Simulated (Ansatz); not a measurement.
```yaml
crystal:
  periodic: [false, false, false]
  atoms:
    - {symbol: B, position_ang: [0.152227, 1.097220, 0.044777]}
    - {symbol: B, position_ang: [0.152805, -0.575111, 0.058374]}
    - {symbol: O, position_ang: [1.086670, -1.474026, 0.467137]}
    - {symbol: S, position_ang: [-1.381985, -1.317300, -0.594777]}
    - {symbol: H, position_ang: [0.503998, 1.717867, -0.918365]}
    - {symbol: H, position_ang: [-0.296878, 1.732675, 0.956486]}
    - {symbol: H, position_ang: [1.888215, -1.073897, 0.808709]}
    - {symbol: H, position_ang: [-2.012954, -0.164429, -0.878241]}
basis:
  gaussian: {orbitals: "6-311G**"}
total_charge: 1
magnetization: {spin_polarized: true, initial_magnetization: 1}
hamiltonian: {xc: {name: HF}}
correlation: {method: rpa}
scf: {lower_state_search: light}
```

```sh
$ ansatz run in.yaml --threads 2 --pin off --events-out ev --progress --plain --max-ram 4352MiB
```

(1) How does Ansatz answer? (Estimate.)

Answers

(1) Ansatz gave: The program refused the input.
```
Error: <dir> can't be read: No such file or directory (os error 2)
```
